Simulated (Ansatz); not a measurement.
Mg₇S₆Cl₂. Total charge 0; singlet. Geometry PBE-D4/def2-SVP; atoms count from 1.

```tsv
atom	x (Å)	y (Å)	z (Å)
Cl1	1.613	2.216	3.088
Cl2	2.171	0.004	-2.914
Mg3	2.057	0.565	1.384
Mg4	2.869	-1.979	-0.841
Mg5	-0.666	2.309	2.374
Mg6	-3.617	0.875	2.087
Mg7	0.441	-2.017	-2.993
Mg8	-2.125	-0.652	-0.526
Mg9	0.199	0.915	-2.010
S10	3.882	-0.686	0.793
S11	-2.781	2.743	3.163
S12	-0.206	0.910	0.352
S13	-1.476	-0.547	-2.885
S14	1.616	-3.648	-1.886
S15	-3.976	-1.007	0.814
```

Another isomer (singlet) lies 1.16 eV lower at PBE0-D4/def2-SVP; other spin states weren't run for this one.

(1) Estimate the Mulliken populations from the PBE0/def2-SVP orbitals of Ansatz.

(2) And the Mayer bond orders between heavy atoms (over 0.3)?

Answers

(1) 
| atom | charge (e) |
| --- | --- |
| Cl1 | -0.32 |
| Cl2 | -0.31 |
| Mg3 | 0.57 |
| Mg4 | 0.49 |
| Mg5 | 0.61 |
| Mg6 | 0.40 |
| Mg7 | 0.53 |
| Mg8 | 0.66 |
| Mg9 | 0.67 |
| S10 | -0.47 |
| S11 | -0.47 |
| S12 | -0.82 |
| S13 | -0.59 |
| S14 | -0.48 |
| S15 | -0.48 |
Mulliken values depend strongly on the basis.

(2) Cl1–Mg3 0.56 (2.41 Å); Cl1–Mg5 0.60 (2.39 Å); Cl2–Mg7 0.32 (2.66 Å); Cl2–Mg9 0.65 (2.35 Å); Mg3–S10 1.22 (2.29 Å); Mg3–S12 0.42 (2.51 Å); Mg4–S10 1.05 (2.32 Å); Mg4–S14 1.03 (2.33 Å); Mg5–S11 1.16 (2.30 Å); Mg5–S12 0.42 (2.50 Å); Mg6–S11 1.11 (2.31 Å); Mg6–S15 1.19 (2.30 Å); Mg7–S13 0.70 (2.42 Å); Mg7–S14 1.20 (2.29 Å); Mg8–S13 0.59 (2.45 Å); Mg8–S15 1.09 (2.31 Å); Mg9–S12 0.65 (2.40 Å); Mg9–S13 0.80 (2.39 Å).
